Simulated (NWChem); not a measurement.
GeH₂Cl₂; SMILES [Cl][GeH2][Cl]

```xyz
5

Ge     0.0000     0.0000    -0.6179
Cl    -1.7615     0.0000     0.6467
Cl     1.7615     0.0000     0.6467
H      0.0000     1.3069    -1.4406
H      0.0000    -1.3069    -1.4406
```
Atoms are numbered in this order, from 1.

Computed with NWChem. Geometry: optimised at PBE-D3(BJ)/def2-SVP. Vzz is the largest principal value of the second derivative of the potential at the nucleus (NWChem prints the opposite sign); η is the asymmetry. Non-relativistic.

**Question.** Estimate the computed values for PBE0/cc-pVTZ. Quantities: Vzz Ge1 (a.u.); η Ge1; Vzz Cl3 (a.u.); η Cl3.

**Answer.** 
```json
{
  "Vzz Ge1 (a.u.)": "-1.779",
  "η Ge1": "0.59",
  "Vzz Cl3 (a.u.)": "2.427",
  "η Cl3": "0.08"
}
```
